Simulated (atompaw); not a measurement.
**Before and after: PAW (atompaw) potential for Nb**

* Element: Nb
* Generator: atompaw 4.2.0.5
* Type: PAW
* Functional: LDA (PW92)
* Relativity: scalar-relativistic
* Frozen core: [Ar] 3d10
* Valence charge: 13
* Reference configuration: 4s2 4p6 4d4 5s0 5p0 (charge +1)
* Partial waves: 4s (bound): rc 1.90 bohr; 5s (bound, empty): rc 2.55 bohr; 4p (bound): rc 2.20 bohr; 5p (bound, empty): rc 2.55 bohr; 4d (bound): rc 2.55 bohr; 4d channel at 0.2 Ry: rc 2.50 bohr
* Local potential: ultrasoft scheme with l = 3 at -0.5 Ry, radius 2.00 bohr
* Core correction: smooth core density matched at 2.10 bohr
* Augmentation charge: sinc compensation charge, radius 1.95 bohr; PAW radius 2.55 bohr; waves and projectors: modrrkj vanderbiltortho

All-electron outer shells of the reference configuration (LDA (PW92), scalar-relativistic, ld1.x):

| shell | level (eV) | outermost node (bohr) | outermost maximum (bohr) |
| --- | --- | --- | --- |
| 3d | -203.02 | – | 0.33 |
| 4s | -64.96 | 0.53 | 1.02 |
| 4p | -41.14 | 0.54 | 1.12 |
| 5s | -9.73 | 1.40 | 2.89 |
| 4d | -9.55 | 0.55 | 1.49 |
| 5p | -5.91 | 1.61 | 3.62 |

Change: augmentation sinc compensation charge, radius 1.95 bohr; PAW radius 2.55 bohr; waves and projectors: custom rrkj gramschmidtortho.

Cutoffs: the cutoffs (Ry, on a coarse ladder) from which the occupation-weighted sum of valence levels, in a spherical-Bessel basis at the reference potential, stays within 10 and 1 mRy of its value at 400 Ry; they do not see the model core or the augmentation charge, which bear on the density cutoff.

Q: What does the change do?

A: The potential gets softer (21 Ry and 30 Ry → 18 Ry and 30 Ry); the range in which the s phases agree narrows (upper end 3.5 → 0.9); the range in which the p phases agree narrows (upper end at the end of the scan → 0.3); neither file shows a bound ghost.

| quantity | base | changed |
| --- | --- | --- |
| cutoff, loose | 21 Ry | 18 Ry |
| cutoff, tight | 30 Ry | 30 Ry |
| loose cutoff by channel (10 mRy a level) | s 12 Ry, p 12 Ry, d 10 Ry | s 15 Ry, p 15 Ry, d 12 Ry |
| bound ghosts | none | none |
| s: phases at 2.57 bohr within 0.05 rad from the reference energy up to (Ry; the scan ends near 5) | 3.5 | 0.9 |
| p: phases at 2.57 bohr within 0.05 rad from the reference energy up to (Ry; the scan ends near 5) | to the end of the scan | 0.3 |
| d: phases at 2.57 bohr within 0.05 rad from the reference energy up to (Ry; the scan ends near 5) | -0.7 | 1.5 |
| lowest overlap eigenvalue by channel | s 0.78, p 0.97, d 1.00 | s 0.41, p 0.61, d 0.70 |

 The cutoffs see the waves, projectors and local potential, not the compensation charge or the core.
